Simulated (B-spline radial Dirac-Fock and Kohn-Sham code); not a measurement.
Form factor and incoherent scattering function of Zr³⁺

System: the Zr³⁺ ion, [Kr] 4d1, inside a Watson sphere of charge -3 and radius 2.4 Å (a model of the Madelung potential; inside it an electron's potential energy is raised by 18.0 eV).

The run's input, task.json:

```json
{"items": [{
  "Z": 40,
  "q": 3,
  "cfg": [[1, 0, 2], [2, 0, 2], [2, 1, 6], [3, 0, 2], [3, 1, 6], [3, 2, 10], [4, 0, 2], [4, 1, 6], [4, 2, 1]],
  "A": 90,
  "rrms": 4.2694,
  "watson": [-3, 2.4],
  "do": ["scatter"],
  "s": [0.0, 0.08, 0.09, 0.11, 0.13, 0.15, 0.18, 0.21, 0.24, 0.28, 0.33, 0.39, 0.45, 0.53, 0.62, 0.73, 0.85, 1.0, 1.17, 1.37, 1.61, 1.88, 2.21],
  "pz": [0, 0.1, 0.14, 0.2, 0.29, 0.41, 0.58, 0.82, 1.2, 1.7, 2.4, 3.3, 4.8, 6.7, 9.6, 14.0, 19.0, 27.0, 39.0, 55.0, 79.0],
  "hv_scatter": [1000, 5000, 10000, 20000, 50000, 100000, 500000, 1000000]
}]}
```

Run with: `python xray_run.py task.json out`

Level of theory: configuration-average Dirac-Fock orbitals; a radial finite-basis atomic code. f₀ is the Fourier transform of the spherical electron density, S the Waller-Hartree incoherent function, and s = sin θ/λ. The electron scattering factor follows from the Mott-Bethe formula f_e = 0.023934 Å⁻¹·(Z − f₀)/s².

```csv
s (Å⁻¹),f₀,S,f_e (Å)
0,37.000,0.000,–
0.08,35.904,1.167,15.319
0.09,35.628,1.444,12.918
0.11,35.004,2.053,9.883
0.13,34.296,2.712,8.078
0.15,33.522,3.398,6.891
0.18,32.277,4.445,5.705
0.21,30.977,5.478,4.897
0.24,29.671,6.482,4.292
0.28,27.977,7.764,3.670
0.33,26.015,9.280,3.074
0.39,23.944,10.971,2.527
0.45,22.176,12.506,2.107
0.53,20.192,14.291,1.688
0.62,18.292,15.992,1.352
0.73,16.225,17.782,1.068
0.85,14.167,19.523,0.856
1,11.890,21.479,0.673
1.17,9.804,23.419,0.528
1.37,8.045,25.347,0.407
1.61,6.724,27.212,0.307
1.88,5.847,28.835,0.231
2.21,5.133,30.341,0.171
```

f₀ starts at the number of electrons, 37, and has fallen to half at s ≈ 0.61 Å⁻¹. The sum of ⟨r²⟩ over the electrons is 24.29 bohr². For an ion f_e diverges as s goes to zero, because of the net charge.

Values without a named source are computed, but for edge energies of neutral atoms, which are taken from tables.
